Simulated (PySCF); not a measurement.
C2H5FSe, SMILES CC[Se]F. Atoms are numbered in the order given.

```xyz
9

Se     0.0942     0.2477     0.7058
F      1.3150     0.8278    -0.4471
C     -0.5737    -1.1554    -0.4454
C     -1.1208    -0.6447    -1.7624
H     -1.3459    -1.6483     0.1713
H      0.2411    -1.8811    -0.5878
H     -0.3451    -0.0837    -2.3028
H     -1.9793     0.0249    -1.6069
H     -1.4421    -1.4846    -2.3987
```

The structure is a stationary point at PBE0-D3(BJ)/def2-SVP. The structure was generated by enumeration, and PubChem lists no compound with its InChIKey, so it may never have been made. Other conformers were not sampled.

These are TDA-B3LYP/def2-SVPD run with PySCF 2.14.0 values and carry that method's errors.

Vertical excitations. Gas-phase values at a fixed geometry.

### Question
Estimate the UV-visible absorptions. (Estimate from the structure and the level; the computed values follow.)

### Answer

| state | energy (eV) | λ (nm) | f | main pairs |
|---|---|---|---|---|
| S1 | 3.07 | 404 | 0.000 | HOMO→LUMO 99 % |
| S2 | 5.54 | 224 | 0.002 | HOMO→LUMO+1 92 % |
| S3 | 5.75 | 215 | 0.019 | HOMO−1→LUMO 77 %, HOMO→LUMO+2 20 % |
| S4 | 5.79 | 214 | 0.063 | HOMO→LUMO+2 72 %, HOMO−1→LUMO 20 % |
| S5 | 6.60 | 188 | 0.022 | HOMO→LUMO+3 85 % |
| S6 | 6.70 | 185 | 0.005 | HOMO→LUMO+4 84 % |
| S7 | 7.06 | 176 | 0.058 | HOMO→LUMO+5 92 % |
| S8 | 7.13 | 174 | 0.008 | HOMO−2→LUMO 95 % |
| S9 | 7.54 | 164 | 0.025 | HOMO→LUMO+6 94 % |
| S10 | 7.73 | 160 | 0.005 | HOMO−3→LUMO 84 % |
| T1 | 2.21 | 562 | 0 | HOMO→LUMO 99 % |
| T2 | 4.90 | 253 | 0 | HOMO→LUMO+1 82 % |
| T3 | 4.99 | 248 | 0 | HOMO−1→LUMO 96 % |
| T4 | 5.65 | 219 | 0 | HOMO→LUMO+2 89 % |
Triplets are in the Tamm–Dancoff approximation.
